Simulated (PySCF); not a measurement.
Compound: C4H5F3O2.
Structure used (GFN2-xTB), in Å, numbered top down from 1:
```xyz
14
C4H5F3O2 angstrom
C      1.996   -0.186   -0.070
O      0.836    0.248   -0.784
C     -0.328    0.248   -0.068
C     -1.059   -1.099   -0.038
F     -2.237   -1.018    0.589
F     -0.353   -2.055    0.578
F     -1.305   -1.539   -1.278
C     -1.123    1.480    0.014
O     -0.401    0.976    1.109
H      1.968   -1.261    0.120
H      2.082    0.356    0.874
H      2.833    0.053   -0.721
H     -2.201    1.425    0.094
H     -0.709    2.371   -0.441
```

The closed-shell ground state was solved at several levels (PySCF, density fitting, gas phase, non-relativistic).

```tsv
level	basis functions	HOMO (eV)	LUMO (eV)	gap (eV)	dipole (D)
PBE0/pcSseg-1	178	-8.51	1.71	10.22	1.74
CAM-B3LYP/def2-SVPD	235	-10.12	1.31	11.43	1.83
```

Task: What might PBE0/def2-SVPD (235 basis functions) give for the same quantities?

Result: HOMO -8.63 eV, LUMO 0.76 eV, gap 9.39 eV, dipole 1.80 D.

Task: Over all these levels, which gives the widest orbital gap and which the narrowest?

Result: CAM-B3LYP/def2-SVPD (range-separated hybrid) has the widest, 11.43 eV, and PBE0/def2-SVPD (global hybrid, 25 % exact exchange) the narrowest, 9.39 eV. The two share the basis. From the narrowest to the widest the HOMO moves by -1.49 eV and the LUMO by +0.55 eV.

Task: How far do the dipole and the HOMO energy spread over the levels?

Result: The dipole runs from 1.74 to 1.83 D (mean 1.79 D) and the HOMO from -10.12 to -8.51 eV.

One conformer stands for the species.
